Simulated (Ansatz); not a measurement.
Born–Oppenheimer molecular dynamics of BH$_{3}$O$_{3}$ (7 atoms, charge 0, multiplicity 1). It starts from a relaxed structure.

Computed with RKS PBE0/def2-SVP in Ansatz 0.2.0.

```json
{
 "ensemble": "NVE (velocity Verlet)",
 "time step": "1 fs",
 "steps asked": "150",
 "starting velocities drawn for": "100 K",
 "seed": "192753"
}
```

Frames 10 fs apart, positions in Å, forces in eV/Å.

Velocities at 30 fs (Å/ps):

```
B 0.59 -3.81 -1.43
O -1.79 0.65 -0.98
H 2.42 0.88 3.00
O 1.80 0.43 -0.70
H -0.19 5.96 8.72
O -0.93 1.04 1.66
H 6.17 0.47 3.83
```

```xyz
7
Properties=species:S:1:pos:R:3:forces:R:3 time_fs=30 energy_less_start_eV=0.036 T=46
B 0.071 -0.286 0.120 -0.53 0.12 -0.91
O -0.084 -0.026 1.442 -0.06 -0.09 0.08
H -1.004 -0.025 1.696 -0.25 0.04 0.26
O 1.327 -0.257 -0.374 0.45 0.06 0.73
H 1.358 -0.469 -1.297 -0.04 -0.14 -0.72
O -0.952 -0.517 -0.798 0.85 0.00 0.27
H -1.846 -0.560 -0.481 -0.41 0.01 0.30
7
Properties=species:S:1:pos:R:3:forces:R:3 time_fs=40 energy_less_start_eV=0.039 T=42
B 0.065 -0.306 0.093 0.60 0.79 0.81
O -0.104 -0.024 1.431 0.50 -0.24 -0.37
H -0.996 -0.010 1.768 -0.28 -0.03 -0.03
O 1.351 -0.256 -0.375 -0.51 -0.04 1.00
H 1.351 -0.423 -1.305 0.12 -0.17 -0.97
O -0.954 -0.510 -0.779 0.12 -0.29 -0.60
H -1.815 -0.546 -0.380 -0.54 -0.01 0.18
7
Properties=species:S:1:pos:R:3:forces:R:3 time_fs=50 energy_less_start_eV=0.028 T=57
B 0.085 -0.271 0.100 -0.58 -0.20 -0.76
O -0.112 -0.034 1.416 0.15 0.15 0.79
H -1.016 -0.025 1.742 0.16 -0.04 -0.19
O 1.357 -0.265 -0.372 0.00 0.05 -0.17
H 1.390 -0.385 -1.329 -0.08 -0.03 0.26
O -0.966 -0.518 -0.773 0.18 0.07 0.34
H -1.815 -0.525 -0.312 0.17 -0.01 -0.27
7
Properties=species:S:1:pos:R:3:forces:R:3 time_fs=60 energy_less_start_eV=0.054 T=20
B 0.074 -0.244 0.077 0.23 -0.40 0.85
O -0.104 -0.037 1.427 -0.43 0.10 -0.34
H -1.047 -0.069 1.637 0.39 0.05 0.19
O 1.358 -0.270 -0.367 -0.09 0.07 -1.19
H 1.400 -0.394 -1.340 -0.07 0.08 1.03
O -0.964 -0.525 -0.762 -0.67 0.09 -0.31
H -1.853 -0.512 -0.370 0.63 0.01 -0.23
7
Properties=species:S:1:pos:R:3:forces:R:3 time_fs=70 energy_less_start_eV=0.012 T=83
B 0.072 -0.254 0.099 -0.15 -0.40 -0.42
O -0.099 -0.034 1.426 0.04 0.17 0.36
H -1.008 -0.083 1.724 -0.02 0.01 0.02
O 1.349 -0.265 -0.370 -0.06 0.02 -0.31
H 1.390 -0.446 -1.320 -0.11 0.08 0.38
O -0.961 -0.525 -0.776 0.18 0.11 -0.09
H -1.854 -0.486 -0.426 0.12 0.01 0.07
7
Properties=species:S:1:pos:R:3:forces:R:3 time_fs=80 energy_less_start_eV=0.036 T=47
B 0.063 -0.291 0.105 -0.01 0.41 0.15
O -0.094 -0.022 1.438 0.52 -0.09 -0.26
H -0.957 -0.083 1.833 -0.43 -0.05 -0.04
O 1.335 -0.255 -0.373 -0.02 0.00 0.89
H 1.331 -0.488 -1.290 0.11 -0.15 -0.92
O -0.947 -0.521 -0.798 0.49 -0.12 0.01
H -1.814 -0.455 -0.418 -0.66 -0.01 0.18
7
Properties=species:S:1:pos:R:3:forces:R:3 time_fs=90 energy_less_start_eV=0.034 T=50
B 0.056 -0.298 0.114 0.34 0.55 -0.09
O -0.082 -0.016 1.448 -0.21 -0.27 -0.33
H -0.976 -0.098 1.783 -0.05 0.03 0.04
O 1.322 -0.256 -0.374 0.18 -0.03 0.85
H 1.328 -0.468 -1.297 0.05 -0.12 -0.81
O -0.940 -0.520 -0.807 0.05 -0.13 0.26
H -1.826 -0.465 -0.459 -0.35 -0.02 0.07
7
Properties=species:S:1:pos:R:3:forces:R:3 time_fs=100 energy_less_start_eV=0.029 T=57
B 0.065 -0.264 0.113 -0.46 -0.20 -0.41
O -0.083 -0.024 1.445 -0.58 -0.03 0.13
H -1.002 -0.085 1.736 0.34 0.05 -0.01
O 1.325 -0.268 -0.372 0.53 0.03 -0.55
H 1.343 -0.402 -1.333 -0.08 0.04 0.52
O -0.945 -0.526 -0.796 -0.28 0.08 0.23
H -1.871 -0.508 -0.518 0.53 0.04 0.09
7
Properties=species:S:1:pos:R:3:forces:R:3 time_fs=110 energy_less_start_eV=0.039 T=43
B 0.058 -0.243 0.090 0.69 -0.44 0.62
O -0.098 -0.034 1.437 -0.14 0.14 -0.14
H -1.004 -0.043 1.762 0.19 -0.02 -0.14
O 1.348 -0.274 -0.371 -0.49 0.18 -1.00
H 1.332 -0.364 -1.350 0.10 0.01 1.02
O -0.948 -0.528 -0.781 -0.89 0.11 -0.19
H -1.847 -0.518 -0.417 0.54 0.01 -0.18
7
Properties=species:S:1:pos:R:3:forces:R:3 time_fs=120 energy_less_start_eV=0.029 T=56
B 0.085 -0.260 0.098 -0.75 -0.36 -0.54
O -0.111 -0.036 1.423 0.59 0.15 0.31
H -1.009 -0.020 1.740 -0.30 -0.03 0.00
O 1.351 -0.266 -0.373 0.26 0.12 -0.10
H 1.388 -0.395 -1.327 -0.08 -0.03 0.15
O -0.963 -0.522 -0.777 0.56 0.18 0.30
H -1.798 -0.514 -0.309 -0.28 -0.04 -0.12
7
Properties=species:S:1:pos:R:3:forces:R:3 time_fs=130 energy_less_start_eV=0.047 T=32
B 0.074 -0.300 0.086 0.55 0.67 0.76
O -0.108 -0.031 1.423 0.31 -0.21 -0.37
H -1.034 -0.023 1.651 -0.24 0.04 0.26
O 1.359 -0.251 -0.373 -0.49 -0.01 1.00
H 1.403 -0.469 -1.290 0.08 -0.20 -1.04
O -0.965 -0.509 -0.762 0.40 -0.27 -0.87
H -1.823 -0.538 -0.363 -0.61 -0.02 0.27
7
Properties=species:S:1:pos:R:3:forces:R:3 time_fs=140 energy_less_start_eV=0.034 T=48
B 0.081 -0.294 0.108 -0.55 0.28 -0.82
O -0.101 -0.034 1.420 -0.13 0.02 0.72
H -1.024 -0.003 1.687 0.18 0.00 0.00
O 1.353 -0.248 -0.373 -0.14 -0.08 0.62
H 1.401 -0.519 -1.282 -0.02 -0.10 -0.59
O -0.969 -0.510 -0.773 0.61 -0.15 -0.10
H -1.857 -0.565 -0.420 0.05 0.02 0.17
```

Of the whole run (150 fs, mean temperature of the second half 51 K): The conserved energy stayed within 0.38 meV per atom of its start (net change 0.22 meV per atom), so the integration is sound. Over the second half the temperature averaged 0.51 of the 100 K drawn at the start: a run that starts near a minimum puts about half its kinetic energy into the potential. A run of 0.15 ps of so small a system gives no equilibrium averages.

Run time: 5.5 min on 1 thread of Intel(R) Xeon(R) Platinum 8259CL CPU @ 2.50GHz (Skylake/Cascade Lake), on a shared host, peak memory 0.14 GiB.
